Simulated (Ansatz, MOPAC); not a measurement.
System: BI (charge 0, singlet). SMILES: I[B]

Atoms: B1, I2. Bonds: B1-I2.

Bond lengths (Å) and angles (degrees) optimised at PM3 with MOPAC; PM7 with MOPAC; HF/6-31G* with LANL2DZ past Ar with Ansatz (a program for electronic structure), each started from the B3LYP-D3(BJ)/def2-TZVP structure (Ansatz) of the last column. A row stands for all coordinates that are equal there. 6-31G* holds six Cartesian d functions.

```json
[
 {"coordinate": "B1-I2", "PM3": "2.014", "PM7": "1.952", "HF/6-31G* with LANL2DZ past Ar": "2.191", "B3LYP-D3(BJ)/def2-TZVP": "2.142"}
]
```

Mean signed difference of all 1 bond lengths from B3LYP-D3(BJ)/def2-TZVP: PM3 -0.128 Å, PM7 -0.190 Å, HF/6-31G* with LANL2DZ past Ar 0.048 Å.
